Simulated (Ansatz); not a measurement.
Consider the atomization: `C[Se][SnH]([Cl])[Cl]` → C• + 2 Cl• + 4 H• + Se• + Sn•.

Calculated with Ansatz (gas phase, PBE0-D4/def2-TZVP geometries, no zero-point term in ΔE). CBS: MP2 limit from def2 TZ/QZ plus the TZ coupled-cluster correction, frozen cores. This one scheme is used for every species, atoms too. For atomizations the MP2-based limit and the directly extrapolated one differ by several kJ/mol either way, and by 10 to 25 for some Ge, Se and Sn compounds, so smaller differences from it don't rank the levels. DFT in def2-TZVPP. HSE06 is defined as in plane-wave codes. Open shells (•) are unrestricted, without spin–orbit coupling. Spin–orbit coupling would lower the free atoms: a little for C, Cl; clearly for Se; strongly for Sn. Elements past krypton have def2 core potentials. For Se, Sn outer-core shells are correlated without core-valence functions, so the limit isn't a true one: a few kJ/mol of doubt a bond, and 10 to 20 or more in all where bonds break to atoms. Scalar relativity is left out up to krypton. Each species was taken in one conformer, which may not be the lowest.

```csv
level,ΔE (kJ/mol),difference from CCSD(T)/CBS
LDA (SPW92),3144.0,377.1
PBE-D4,2780.4,13.5
B97M-V,2779.4,12.5
PBE0-D4,2742.3,-24.6
BHLYP-D4,2653.6,-113.3
B2PLYP,2678.1,-88.8
revPBE,2636.3,-130.6
BLYP,2636.8,-130.1
PBE0,2715.6,-51.3
HSE06,2717.5,-49.4
LC-ωPBE,2685.1,-81.8
HF/def2-SVP,1944.0,-822.9
CCSD(T)/def2-TZVPP,2664.9,-102.0
HF/def2-QZVPP,1963.4,-803.5
MP2/CBS(def2),2803.6,36.7
CCSD/CBS(def2),2713.0,-53.9
CCSD(T)/CBS,2766.9,0
```

Largest T1 diagnostic among the species: 0.011.

The D4 term adds +50.1 kJ/mol with B3LYP and +26.8 kJ/mol with PBE0; it sums over pairs of atoms, weighted by their polarisabilities, and B3LYP, whose exchange is more repulsive, gets the larger term. At CCSD(T), def2-SVP lies −239.0 kJ/mol from the extrapolated value and def2-TZVPP −102.0 kJ/mol: correlation converges slowly with the basis, and small sets miss more of it in the bonded molecule than in its fragments. Leaving LDA and LC-ωPBE aside and taking each functional with its dispersion term where it has one, the values spread over 126.9 kJ/mol, from BHLYP-D4 to PBE-D4. LDA lies +394.2 kJ/mol from PBE without D4, its usual overbinding.

B3LYP here is the variant with VWN-RPA as its local correlation; programs differ in this.
